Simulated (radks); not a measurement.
Spin polarisation of the 3d7 shell in the cobalt ion Co2+. Start: [Ar] 3d(up 3.5, down 3.5); electrons of 3d are moved from spin down to spin up, other shells keep equal spins. Method: scalar-relativistic Kohn-Sham, PBE, spin-polarised, spherical densities, point nucleus; computed with a radial shooting solver on a logarithmic mesh with Libxc functionals.

moment (Bohr magnetons),E - E(0) (eV),e(3d up) (eV),e(3d down) (eV),3p down minus up (eV)
0,0.000,-27.064,-27.064,0.000
0.75,-0.141,-27.424,-26.671,0.820
1.5,-0.565,-27.752,-26.245,1.640
2.25,-1.271,-28.046,-25.785,2.462
3,-2.261,-28.307,-25.291,3.285

At moment 3 the spin-polarisation energy is -2.261 eV and the 3d exchange splitting 3.017 eV, that is 1.006 eV per Bohr magneton; E = -I m^2/4 would give I = 1.005 eV.
